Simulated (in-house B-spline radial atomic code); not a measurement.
Ionisation energies along the 41-electron series, configuration [Kr] 4d5, as differences of self-consistent energies. NIST's values go from ground level to ground level; the uncertainty of those that are theory runs from under 0.1 % in few-electron ions to several per cent in heavy many-electron ones. Computed with a B-spline radial code for spherical atoms: non-relativistic Hartree-Fock, average of the configuration, point nuclei.

This level leaves out relativity, spin-orbit splitting included, which matters for heavy ions.

```tsv
ion	configuration after	ionisation energy (eV)	IE/(q+1)² (eV)	-ε less Coulomb ΔSCF (eV)	tabulated value (eV)	tabulated kind	computed minus tabulated (eV)
Er27+	[Kr] 4d4	995.5	1.2697	1.1663	989	tabulated theory	6.5
Tm28+	[Kr] 4d4	1057.2	1.2571	1.1703	1050	tabulated theory	7.2
Yb29+	[Kr] 4d4	1120.6	1.2451	1.1743	1114	tabulated theory	6.6
Lu30+	[Kr] 4d4	1185.8	1.2339	1.1782	1178	tabulated theory	7.8
Hf31+	[Kr] 4d4	1252.7	1.2233	1.1819	1245	tabulated theory	7.7
Ta32+	[Kr] 4d4	1321.3	1.2133	1.1856	1313	tabulated theory	8.3
W33+	[Kr] 4d4	1391.6	1.2038	1.1892	1386.8	semi-empirical	4.8
```
